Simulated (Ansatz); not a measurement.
```xyz
9

B     0.5705    1.4726   -1.1933
S    -0.6839    1.8033    0.0250
Al   -0.8715   -0.1722    1.0056
N     0.1000   -1.5481    0.5014
H     0.8953    2.3781   -1.8995
H     1.0792    0.3991   -1.3170
H    -1.9085   -0.3247    2.1824
H     0.0336   -2.4568    0.9308
H     0.7853   -1.5513   -0.2353
```

Charge 0, multiplicity 1.

Task: List the CAM-B3LYP/def2-TZVPP orbital energies in eV (Ansatz). (Best estimate.)

Result: Computed: Occupied: -2419.43, -1526.55, -390.92, -217.54, -186.24, -162.05, -162.01, -161.99, -114.60, -75.32, -75.17, -75.13, -24.91, -21.88, -15.49, -15.04, -14.06, -12.25, -11.56, -10.56, -9.81, -9.38, -9.10. Lowest empty: -0.46, 0.66, 0.94, 1.77, 2.61, 3.02, 3.28, 3.41.
